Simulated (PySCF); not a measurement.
**Dy(III) with more and more NH3**

Computed with PySCF 2.14.0, B3LYP, def2-SVP on the ligands, density fitting, scalar-relativistic core potentials, no spin-orbit coupling, vacuum. The metal has lcecp-1-SVP with ECP55. Each complex is relaxed within the symmetry of its template. Distances are means of the shortest metal–ligand contacts, charges and spins Mulliken's; removal energies are rigid, with the ligand's formal charge and no counterpoise, so too large; for an anion taken off a cation in vacuum most of it is the attraction of opposite charges, and multiply charged cations can part far more cheaply with an electron moved from ligand to metal. lcecp potentials hold a fixed number of 4f electrons in the core, out of states, spins and gaps.

```
     complex  point group  M–NH3 (Å)  charge on M (e)  removal of one NH3 (eV)  strongest infrared band, degenerate modes summed (cm⁻¹)  unstable modes (below −25 cm⁻¹)
 [Dy(NH3)]3+          C3v      2.328             2.45                     5.83                                                        –                                0
[Dy(NH3)3]3+           C3      2.411             1.77                     4.08                                                        –                         3 (soft)
```

Question: What does the calculation give for [Dy(NH3)2]3+?

Answer: point group: C1, M–NH3 (Å): 2.372, charge on M (e): 2.07, removal of one NH3 (eV): 4.80, strongest infrared band, degenerate modes summed (cm⁻¹): 3254, unstable modes (below −25 cm⁻¹): 0.
```xyz
9

Dy   -0.1796    1.1623   -0.0004
N     0.0236   -0.1847    1.9424
H     0.9105   -0.0645    2.4805
H    -0.7052   -0.0210    2.6723
H    -0.0204   -1.2171    1.8034
N     0.0361   -0.1822   -1.9427
H     0.9031   -0.7591   -2.0111
H    -0.7189   -0.8847   -2.1019
H     0.0445    0.3479   -2.8424
```

The more ligands, the longer each bond and the weaker the last ligand is held.

Members with unstable modes aren't minima as they stand: saddle points kept by symmetry or, where the modes are soft, flat surfaces and noise. Moved off a saddle point of the template and relaxed again: [Dy(NH3)2]3+, [Dy(NH3)3]3+. One start shape was tried for each, so a minimum needn't be the lowest isomer.
